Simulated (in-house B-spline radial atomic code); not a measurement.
Configurations of In V (In4+), with energies counted from [Kr] (4d3/2)4 (4d5/2)5. Level of theory: Dirac-Hartree-Fock, average of each configuration as written, Fermi nucleus of rms radius 4.6156 fm; calculated with a B-spline radial code for spherical atoms. Energies include first-order Breit, QED and recoil terms.

Occupations are held fixed; configurations that lie above the ionisation limit could autoionise.

| configuration | E - E(ref) (eV) | highest orbital | its <r> (bohr) |
| --- | --- | --- | --- |
| [Kr] (4d3/2)3 (4d5/2)6 | 0.86779 | 4d5/2 | 1.11 |
| [Kr] (4d3/2)2 (4d5/2)6 (8p3/2)1 | 64.348 | 8p3/2 | 10.5 |
| [Kr] (4d3/2)3 (4d5/2)5 (8g9/2)1 | 67.931 | 8g9/2 | 17.14 |
| [Ar] 3d10 4s2 (4p1/2)1 (4p3/2)4 (4d3/2)3 (4d5/2)6 (6g7/2)1 | 136.88 | 6g7/2 | 8.762 |
| [Ar] (3d3/2)4 (3d5/2)5 4s2 4p6 4d10 | 428.8 | 4d5/2 | 1.075 |

(1) Order these further configurations by energy, lowest first.
A. [Ar] 3d10 4s2 (4p1/2)1 (4p3/2)4 (4d3/2)3 (4d5/2)6 6s1
B. [Kr] (4d3/2)2 (4d5/2)6 (5g7/2)1
C. [Ar] 3d10 4s2 (4p1/2)1 (4p3/2)4 (4d3/2)3 (4d5/2)6 (8g9/2)1
D. [Ar] (3d3/2)3 (3d5/2)6 4s2 4p6 (4d3/2)4 (4d5/2)5 7s1
E. [Kr] (4d3/2)2 (4d5/2)6 (6f7/2)1

(2) How far above the reference does [Kr] (4d3/2)2 (4d5/2)6 (8f5/2)1 lie?

Results:

(1) B (60.316 eV), E (63.253 eV), A (120.49 eV), C (141.02 eV), D (495.79 eV).

(2) 68.145 eV; its least bound orbital is 8f5/2 with <r> = 16.25 bohr.
